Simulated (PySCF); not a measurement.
# Ba³²⁺: ionisation energy

Ba³²⁺ [Ar] 3d6 (5D) → Ba³³⁺ [Ar] 3d5 (6S), as a difference of total energies. Calculation: PySCF 2.14, in an even-tempered Gaussian basis (18 s from 5 bohr⁻², ratio 2.5; 12 p from 6.5 bohr⁻², ratio 2.5; 8 d from 6.5 bohr⁻², ratio 2.5; 4 f from 26 bohr⁻², ratio 2.7; 3 g from 39 bohr⁻², ratio 2.7); scalar relativity by spin-free X2C-1e. Correlated levels: outer shells: [Ne] frozen; virtual orbitals above 40 to 60 times the deepest correlated orbital energy dropped. The calculations carry no spin-orbit coupling.

| method | ionisation energy (eV) |
| --- | --- |
| UHF | 2043.2 |
| LDA | 2045.5 |
| PBE | 2046.2 |
| PBE0 | 2046.0 |
| r2SCAN | 2046.2 |
| B3LYP | 2046.3 |
| MP2 (outer shells) | 2044.5 |

**Question.** Estimate what SCS-MP2 (outer shells) gives.

**Answer.** 2044.7 eV, closest to MP2 (outer shells) among the rows shown.

**Question.** Estimate what PBEsol gives.

**Answer.** 2045.5 eV, closest to LDA among the rows shown.

Spin-orbit coupling is strong in these open shells (close to jj coupling). The scalar numbers leave it out and a first-order estimate fails, so it can dominate the gap to the real levels.

Breit and QED terms and the two-electron picture change are absent.

For comparison: 2047 ± 4 eV (theoretical estimate listed by NIST; NIST Atomic Spectra Database, ionization energies).
